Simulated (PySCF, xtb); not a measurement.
C5H8O, SMILES O=C1CCCC1. The values are those of a single conformer.

Harmonic wavenumbers (cm⁻¹) from xtb with GFN2-xTB at its own minimum, in rising order: 101, 222, 449, 473, 556, 589, 741, 853, 855, 930, 956, 978, 1025, 1095, 1106, 1137, 1154, 1189, 1214, 1261, 1277, 1311, 1318, 1436, 1437, 1489, 1500, 1801, 2965, 2967, 2982, 2995, 3013, 3014, 3017, 3018.

### Question
What does B3LYP-D3(BJ)/def2-SVP run with PySCF give at its own minimum? (An estimate is asked for; the answer gives what the named calculation found.)

### Answer
99, 241, 448, 474, 562, 585, 708, 814, 845, 902, 920, 955, 969, 1033, 1150, 1159, 1170, 1210, 1244, 1287, 1299, 1335, 1336, 1418, 1420, 1468, 1482, 1866, 3031, 3031, 3038, 3043, 3103, 3107, 3114, 3115. Paired by order, the mean absolute difference is 36 cm⁻¹ and the zero-point energies are 74.9 and 75.7 kcal/mol.
